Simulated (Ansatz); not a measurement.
A nudged elastic band was laid between two geometries of CH$_{5}$SSbSi (9 atoms, charge 0, multiplicity 1).

Theory: RKS PBE0-D4/def2-SVP (Ansatz).

```yaml
movable_images: 5
climbing_image: yes
spring: 5.0 eV/Å²
optimiser: quadratic models (default)
start_path: through a guess of the saddle point
force_threshold: 0.03 eV/Å
iteration_limit: 60
end_points: relaxed
```

Image 0:

```xyz
9
Properties=species:S:1:pos:R:3
Si -0.877 1.053 0.354
C -0.046 -0.577 -0.052
S 0.942 -1.332 1.267
Sb 2.046 -0.457 -0.720
H 0.157 1.995 0.880
H -1.497 1.632 -0.878
H -1.942 0.871 1.388
H -0.620 -1.300 -0.649
H 1.925 -1.932 -1.606
```

Image 6:

```xyz
9
Properties=species:S:1:pos:R:3
Si -0.758 1.061 0.183
C 0.370 -0.380 -0.211
S 0.461 -1.703 0.896
Sb 1.425 -0.279 -1.935
H -0.349 1.690 1.478
H -0.685 2.067 -0.918
H -2.166 0.578 0.343
H -0.422 -1.284 1.837
H 2.212 -1.797 -1.690
```

**Question.** Which bonds break or form, and what moves?

**Answer.** Bonds broken: C2–H8, S3–Sb4. Bonds formed: S3–H8.

**Question.** Give the energies along the band, and the barrier.

**Answer.** The run converged. The highest image is number 3 of 0 to 6, 62.5 kcal/mol above the first end and 38.3 kcal/mol above the last; the last end lies 24.2 kcal/mol above the first. The profile has 2 maxima (images 3, 5) with wells between them (image 4): this band takes more than one step, which may be the mechanism or a detour left from its start path. Neighbouring images differ by up to 1.6 eV, so the band resolves the path poorly. A vibrational analysis at the climbing image gives one clearly imaginary mode, 741i cm⁻¹: a first-order saddle point. The orbitals stay closed-shell, which can raise the energy where a bond breaks towards radicals; this wasn't checked here.

```json
{"image": "0", "path coordinate (Å)": "0.00", "energy (kcal/mol)": "0.0", "C2–H8 (Å)": "1.10", "S3–Sb4 (Å)": "2.44", "S3–H8 (Å)": "2.47"}
{"image": "1", "path coordinate (Å)": "0.87", "energy (kcal/mol)": "1.3", "C2–H8 (Å)": "1.10", "S3–Sb4 (Å)": "2.44", "S3–H8 (Å)": "2.46"}
{"image": "2", "path coordinate (Å)": "1.74", "energy (kcal/mol)": "38.9", "C2–H8 (Å)": "1.08", "S3–Sb4 (Å)": "3.01", "S3–H8 (Å)": "2.20"}
{"image": "3", "path coordinate (Å)": "2.62", "energy (kcal/mol)": "62.5", "C2–H8 (Å)": "1.23", "S3–Sb4 (Å)": "3.50", "S3–H8 (Å)": "1.66"}
{"image": "4", "path coordinate (Å)": "4.89", "energy (kcal/mol)": "25.5", "C2–H8 (Å)": "2.36", "S3–Sb4 (Å)": "3.39", "S3–H8 (Å)": "1.36"}
{"image": "5", "path coordinate (Å)": "7.17", "energy (kcal/mol)": "26.3", "C2–H8 (Å)": "2.36", "S3–Sb4 (Å)": "3.33", "S3–H8 (Å)": "1.36"}
{"image": "6", "path coordinate (Å)": "9.45", "energy (kcal/mol)": "24.2", "C2–H8 (Å)": "2.37", "S3–Sb4 (Å)": "3.31", "S3–H8 (Å)": "1.36"}
```

**Question.** What is the geometry of the highest image?

**Answer.** 
```xyz
9
Properties=species:S:1:pos:R:3
Si -0.779 1.108 0.374
C 0.339 -0.375 0.020
S 0.492 -1.445 1.448
Sb 1.313 -0.450 -1.806
H -0.145 1.900 1.466
H -0.916 1.960 -0.851
H -2.127 0.633 0.801
H -0.227 -1.465 -0.046
H 2.138 -1.912 -1.422
```

Run time: 16 min on 2 threads of Intel(R) Xeon(R) Platinum 8259CL CPU @ 2.50GHz (Skylake/Cascade Lake), with other jobs on the host, peak memory 0.28 GiB.
